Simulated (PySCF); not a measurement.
A PySCF script (with the pyscf-properties extension) for the NMR shieldings of `InChI=1S/C4H4F4O2/c5-3(4(6,7)8)1-9-2-10-3/h1-2H2/t3-/m1/s1`, on a GFN2-xTB geometry:

```python
import basis_set_exchange as bse
import numpy as np
from pyscf import gto, dft
from pyscf.prop import nmr

atoms = """
F     2.472324   -0.909301    0.105811
C     1.755912    0.141896   -0.311967
F     2.286773    0.562192   -1.452586
F     1.917222    1.107511    0.595504
C     0.265989   -0.228756   -0.444528
F     0.191953   -1.210331   -1.415104
C    -0.379366   -0.750263    0.865130
O    -1.371887    0.206220    1.137174
C    -1.692776    0.785248   -0.087461
O    -0.467681    0.868930   -0.803292
H    -0.804977   -1.743720    0.673494
H     0.314167   -0.790677    1.705521
H    -2.079564    1.792998    0.067047
H    -2.408767    0.167580   -0.656910
"""
names = dict.fromkeys(["F", "C", "O", "H"], "pcSseg-1")
basis = {el: gto.basis.parse(bse.get_basis(n, elements=[el], fmt="nwchem")) for el, n in names.items()}
mol = gto.M(atom=atoms, basis=basis, charge=0, verbose=0)
mf = dft.RKS(mol, xc="PBE0")
mf.grids.level = 2
mf.grids.alignment = dft.numint.BLKSIZE   # the property module wants whole blocks of grid points
mf.conv_tol = 1e-9
mf.kernel()

calc = nmr.RKS(mf)   # GIAO
C = mf.mo_coeff
Co = C[:, mf.mo_occ > 0]
resp = mf.gen_response(singlet=True, hermi=2)
def vind(x):   # induced exchange potential for any number of trial vectors
    d = np.einsum("pi,xij,qj->xpq", C, 2 * x.reshape(-1, C.shape[1], Co.shape[1]), Co, optimize=True)
    return np.einsum("xpq,pi,qj->xij", resp(d - d.transpose(0, 2, 1)), C, Co, optimize=True).ravel()
mo1, _ = nmr.rhf.solve_mo1(calc, with_cphf=vind)
sigma = calc.kernel(mo1)
for i, s in enumerate(sigma):   # ppm
    print("%2d %-2s %9.2f" % (i, mol.atom_pure_symbol(i), np.trace(s) / 3))
```

Q: What are the results?

A: 
```
 0 F     264.42
 1 C      57.32
 2 F     274.64
 3 F     265.13
 4 C      68.66
 5 F     316.09
 6 C     109.33
 7 O     255.35
 8 C      83.95
 9 O     193.26
10 H      27.47
11 H      27.05
12 H      25.94
13 H      26.23
```

These numbers come from an equivalent density-fitted implementation of the same equations, which agrees with the script to about 0.01 ppm for H and up to a few tenths of a ppm for heavy atoms, so last digits may differ.

Q: Turn these shieldings into chemical shifts. Chemical shifts δ = σref − σ; 19F (σ = 170.95 ppm) against CFCl3; 13C (σ = 186.93 ppm), 1H (σ = 31.72 ppm) against TMS; H2O for 17O (σ = 336.08 ppm), all at this level.

A: Averaging equivalent atoms: F 0/2/3: -97.1; F 5: -145.1; C 1: 129.6; C 4: 118.3; C 8: 103.0; C 6: 77.6; O 9: 142.8; O 7: 80.7; H 12: 5.78; H 13: 5.49; H 11: 4.67; H 10: 4.25 ppm. Unscaled 19F shifts against computed CFCl3 carry errors that often reach 10 to 50 ppm. Experimental scales use liquid or dissolved standards, which lie at an offset from isolated H2O (liquid H2O: subtract about 36 ppm).

Size and cost of the density-fitted run: 190 basis functions, 57 s wall time on 1 thread of an Arm Neoverse N1, shared host; peak memory 0.84 GiB.
